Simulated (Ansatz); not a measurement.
**Molecular dynamics of HF**

Input file:

```yaml
crystal:
  lattice:
    - [6.979532, 0.0, 0.0]
    - [0.0, 6.979532, 0.0]
    - [0.0, 0.0, 6.979532]
  atoms:
    - { symbol: F, position: [0.53386681, 0.16968624, 0.20028214] }
    - { symbol: H, position: [0.42000868, 0.11541036, 0.14988207] }
    - { symbol: F, position: [0.61432239, 0.46566069, 0.61665618] }
    - { symbol: H, position: [0.66478123, 0.51284378, 0.49318844] }
    - { symbol: F, position: [0.1915089, 0.47419648, 0.38093629] }
    - { symbol: H, position: [0.26380342, 0.50420746, 0.26776333] }
    - { symbol: F, position: [0.73068915, 0.59083038, 0.3101614] }
    - { symbol: H, position: [0.62380036, 0.58908967, 0.22218395] }
    - { symbol: F, position: [0.9409643, 0.22274853, 0.43027676] }
    - { symbol: H, position: [1.0452313, 0.31014272, 0.40306523] }
    - { symbol: F, position: [0.98558645, 0.83682876, 0.88464524] }
    - { symbol: H, position: [0.90906228, 0.88495818, 0.77761236] }
    - { symbol: F, position: [0.19545808, 0.05324368, 0.08067184] }
    - { symbol: H, position: [0.12233796, -0.02804175, -0.00592103] }
    - { symbol: F, position: [0.42188419, 0.5926125, 1.12204316] }
    - { symbol: H, position: [0.40716196, 0.6208045, 0.9797874] }
    - { symbol: F, position: [0.78679122, 0.95643151, 0.61533033] }
    - { symbol: H, position: [0.84518914, 1.05878922, 0.54228995] }
    - { symbol: F, position: [0.39065525, 0.66155023, 0.7907145] }
    - { symbol: H, position: [0.48182404, 0.58419175, 0.71173976] }
basis:
  ecutwfc: 420.0
kpoints:
  mp_grid: { grid: [1, 1, 1] }
hamiltonian:
  xc: pbe
scf:
  occupations: { method: fermi_dirac, width: 0.05 }
  lower_state_search: "off"
md:
  timestep: 0.5
  n_steps: 300
  ensemble: nvt_langevin
  temperature: 300.0
  initial_velocities: maxwell_boltzmann
  seed: 323478
  friction: 0.02
```

Launched with:

```bash
$ ansatz run input.yaml --threads 1 --pin off --max-ram 3072MiB --backend cpu --events-out ev --progress --plain --runs-dir out
```

It starts from a partly relaxed structure (largest force component 0.19 eV/Å).

Output, in part (step lines):

```
md step     0: t =     0.00 fs  T =   285.0 K  F+E_penalty+E_count = -8245.62175399 eV  E_kin = 0.736782 eV  (8 SCF iters)
md step     1: t =     0.50 fs  T =   282.2 K  F+E_penalty+E_count = -8245.60653599 eV  E_kin = 0.729665 eV  (7 SCF iters)
md step     2: t =     1.00 fs  T =   267.2 K  F+E_penalty+E_count = -8245.56925233 eV  E_kin = 0.690760 eV  (7 SCF iters)
md step     3: t =     1.50 fs  T =   252.8 K  F+E_penalty+E_count = -8245.52243830 eV  E_kin = 0.653466 eV  (7 SCF iters)
md step     4: t =     2.00 fs  T =   235.5 K  F+E_penalty+E_count = -8245.48218559 eV  E_kin = 0.608738 eV  (6 SCF iters)
md step     5: t =     2.50 fs  T =   205.7 K  F+E_penalty+E_count = -8245.45342481 eV  E_kin = 0.531759 eV  (5 SCF iters)
md step     6: t =     3.00 fs  T =   210.5 K  F+E_penalty+E_count = -8245.43653916 eV  E_kin = 0.544313 eV  (5 SCF iters)
md step     7: t =     3.50 fs  T =   209.2 K  F+E_penalty+E_count = -8245.43065179 eV  E_kin = 0.540854 eV  (4 SCF iters)
[... lines left out ...]
md step   299: t =   149.50 fs  T =   253.8 K  F+E_penalty+E_count = -8244.95396074 eV  E_kin = 0.656227 eV  (5 SCF iters)
md step   300: t =   150.00 fs  T =   253.1 K  F+E_penalty+E_count = -8244.92729396 eV  E_kin = 0.654312 eV  (6 SCF iters)
```

The steps, from the saved trajectory:

| time (fs) | T (K) | potential energy less start (eV) |
| --- | --- | --- |
| 0.0 | 285 | 0.000 |
| 5.0 | 221 | 0.209 |
| 10.0 | 179 | 0.437 |
| 15.0 | 202 | 0.474 |
| 20.0 | 260 | 0.398 |
| 25.0 | 270 | 0.451 |
| 30.0 | 267 | 0.457 |
| 35.0 | 273 | 0.401 |
| 40.0 | 260 | 0.425 |
| 45.0 | 262 | 0.472 |
| 50.0 | 219 | 0.561 |
| 55.0 | 312 | 0.473 |
| 60.0 | 329 | 0.393 |
| 65.0 | 325 | 0.441 |
| 70.0 | 294 | 0.632 |
| 75.0 | 302 | 0.659 |
| 80.0 | 335 | 0.712 |
| 85.0 | 374 | 0.680 |
| 90.0 | 343 | 0.677 |
| 95.0 | 366 | 0.661 |
| 100.0 | 387 | 0.660 |
| 105.0 | 426 | 0.522 |
| 110.0 | 360 | 0.556 |
| 115.0 | 356 | 0.624 |
| 120.0 | 320 | 0.682 |
| 125.0 | 346 | 0.656 |
| 130.0 | 343 | 0.688 |
| 135.0 | 384 | 0.611 |
| 140.0 | 339 | 0.600 |
| 145.0 | 280 | 0.612 |
| 150.0 | 253 | 0.694 |

The run went to its last step. The mean temperature of the second half is 13 % above the set value. A run of 0.15 ps of so small a system gives no equilibrium averages. Limits of this set-up: coarse k mesh.

Mean squared displacements from the first frame to the last, about the centre of mass: F 0.28 Å², H 0.20 Å².

Last frame:

```xyz
20
Lattice="6.9795 0.0000 0.0000 0.0000 6.9795 0.0000 0.0000 0.0000 6.9795" Properties=species:S:1:pos:R:3
F 3.402 0.962 1.881
H 2.760 0.562 1.340
F 4.014 3.270 4.022
H 4.518 3.637 3.325
F 1.284 2.866 2.688
H 1.326 3.410 1.940
F 4.906 4.023 1.798
H 4.110 4.245 1.395
F 6.248 1.316 2.675
H 6.914 2.006 2.686
F 6.468 5.847 7.071
H 6.706 6.116 6.154
F 1.472 0.368 0.420
H 0.796 -0.244 0.609
F 2.550 4.388 7.795
H 2.625 4.616 6.836
F 6.146 6.688 4.615
H 6.246 7.333 3.891
F 2.742 4.741 5.354
H 3.341 4.117 4.861
```

Time of the run: 5.7 min on 1 thread of Arm Neoverse V2, with other jobs on the host, peak memory 0.37 GiB.
